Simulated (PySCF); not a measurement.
# How methods differ on the ionisation energy of Zn²⁺

Zn²⁺ [Ar] 3d10 (1S) → Zn³⁺ [Ar] 3d9 (2D), as a difference of total energies. Computed with PySCF 2.14 in def2-TZVP (6s5p4d1f, 48 functions), with the non-relativistic Hamiltonian (point nucleus). Correlated levels: valence: [Ar] frozen. The calculations carry no spin-orbit coupling.

```json
{"method": "UHF", "ionisation energy (eV)": "37.379", "difference from reference (eV)": "-2.344"}
{"method": "PBE", "ionisation energy (eV)": "40.438", "difference from reference (eV)": "+0.715"}
{"method": "LDA", "ionisation energy (eV)": "41.078", "difference from reference (eV)": "+1.355"}
{"method": "MP2 (valence)", "ionisation energy (eV)": "39.969", "difference from reference (eV)": "+0.246"}
{"method": "SCS-MP2 (valence)", "ionisation energy (eV)": "39.651", "difference from reference (eV)": "-0.072"}
```

Reference: 39.723 eV (measured; NIST Atomic Spectra Database, ionization energies).

These non-relativistic numbers lack the scalar-relativistic shift.

The reference lies between the lowest fine-structure levels, while these numbers refer to the centres of the terms.

Errors of the correlated levels include the incompleteness of this basis and the frozen core.
